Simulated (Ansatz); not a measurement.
Ansatz (a program for electronic structure) job for CSe2, SMILES [Se]=C=[Se], PBE-D3(BJ)/def2-TZVP. 

Ansatz 0.2 input:
```yaml
crystal:
  periodic: [false, false, false]
  atoms:
    - {symbol: Se, position_ang: [0.00000000, 0.00000000, 1.68272634]}
    - {symbol: C, position_ang: [0.00000000, 0.00000000, 0.00000000]}
    - {symbol: Se, position_ang: [0.00000000, 0.00000000, -1.68272634]}
basis:
  gaussian:
    orbitals: def2-TZVP
hamiltonian:
  xc: pbe
  dispersion: d3bj
relax: {f_tol: 0.002, max_steps: 200}
```

Output:

```
WARN ansatz: RAYON_NUM_THREADS=1 ignored (pool sized by the plan → 1); use --threads N
Functional definition: PBE
integrals: 0.05 GiB planned
954 factors; their error is unknown
mean field: 0.36 GiB planned
mean field evaluation 1: about -131706.8180 eV, gradient 6.3e1 eV
mean field evaluation 2: about -131660.2985 eV, gradient 1.3e2 eV
mean field evaluation 4: about -131715.4692 eV, gradient 5.7e0 eV
mean field evaluation 8: about -131715.5393 eV, gradient 1.4e-1 eV
mean field evaluation 16: about -131715.4844 eV, gradient 2.7e-5 eV
mean field -131715.48437267 eV, -4840.4547707337 hartree, gradient 2.6e-5 eV, S^2 0.000000; 0 other end points of the search recorded, 0 dependent functions left out
the calculation of the forces begins
reference -131715.48440059 eV, -4840.4547717596 hartree; 37, 37 occupied and 90, 90 virtual orbitals, 954 factors
relax step   1: F+E_penalty+E_count = -131715.56338813 eV  Δ(F+E_penalty+E_count) = +0.000e0 eV  max|allowed force component| = 9.395e-1 eV/Å  Δτ_max = 0.0000 Å  (28 SCF iters, accepted)
these checks for a lower state are left out or cut short: starts, cluster_reference, orbital_swaps, neighbouring_geometries, increment
integrals: 0.05 GiB planned
954 factors; their error is unknown
mean field: 0.36 GiB planned
mean field -131715.50249906 eV, -4840.4554368661 hartree, gradient 1.8e-5 eV, S^2 0.000000; 0 other end points of the search recorded, 0 dependent functions left out
the calculation of the forces begins
reference -131715.50252696 eV, -4840.4554378917 hartree; 37, 37 occupied and 90, 90 virtual orbitals, 954 factors
relax step   2: F+E_penalty+E_count = -131715.58119129 eV  Δ(F+E_penalty+E_count) = -1.780e-2 eV  max|allowed force component| = 3.135e-1 eV/Å  Δτ_max = 0.0143 Å  (30 SCF iters, accepted)
these checks for a lower state are left out or cut short: starts, cluster_reference, orbital_swaps, neighbouring_geometries, increment
integrals: 0.05 GiB planned
954 factors; their error is unknown
mean field: 0.36 GiB planned
mean field evaluation 32: about -131715.5050 eV, gradient 1.4e-5 eV
mean field -131715.50502993 eV, -4840.4555298741 hartree, gradient 1.4e-5 eV, S^2 0.000000; 0 other end points of the search recorded, 0 dependent functions left out
the calculation of the forces begins
reference -131715.50505783 eV, -4840.4555308994 hartree; 37, 37 occupied and 90, 90 virtual orbitals, 954 factors
relax step   3: F+E_penalty+E_count = -131715.58355199 eV  Δ(F+E_penalty+E_count) = -2.361e-3 eV  max|allowed force component| = 9.961e-3 eV/Å  Δτ_max = 0.0073 Å  (30 SCF iters, accepted)
these checks for a lower state are left out or cut short: starts, cluster_reference, orbital_swaps, neighbouring_geometries, increment
integrals: 0.05 GiB planned
954 factors; their error is unknown
mean field: 0.36 GiB planned
mean field -131715.50503808 eV, -4840.4555301737 hartree, gradient 2.4e-5 eV, S^2 0.000000; 0 other end points of the search recorded, 0 dependent functions left out
the calculation of the forces begins
reference -131715.50506599 eV, -4840.4555311990 hartree; 37, 37 occupied and 90, 90 virtual orbitals, 954 factors
relax step   4: F+E_penalty+E_count = -131715.58355444 eV  Δ(F+E_penalty+E_count) = -2.448e-6 eV  max|allowed force component| = 7.262e-5 eV/Å  Δτ_max = 0.0002 Å  (19 SCF iters, accepted)
integrals: 0.05 GiB planned
954 factors; their error is unknown
mean field: 0.36 GiB planned
mean field -131715.50503808 eV, -4840.4555301737 hartree, gradient 2.4e-5 eV, S^2 0.000000; 1 other end points of the search recorded, 0 dependent functions left out
the calculation of the forces begins
reference -131715.50506599 eV, -4840.4555311990 hartree; 37, 37 occupied and 90, 90 virtual orbitals, 954 factors
Total energy: -131715.58358234 eV, -4840.4584166217 hartree
Atom 0 at    -0.000000    -0.000000     1.704610 Å, force    -0.000000    -0.000000     0.000073 eV/Å
Atom 1 at    -0.000000     0.000000     0.000000 Å, force     0.000000     0.000000    -0.000000 eV/Å
Atom 2 at     0.000000     0.000000    -1.704610 Å, force    -0.000000    -0.000000    -0.000073 eV/Å
Dipole moment:    -0.000000     0.000000    -0.000000 e Å
```

The calculation finished and met its thresholds.
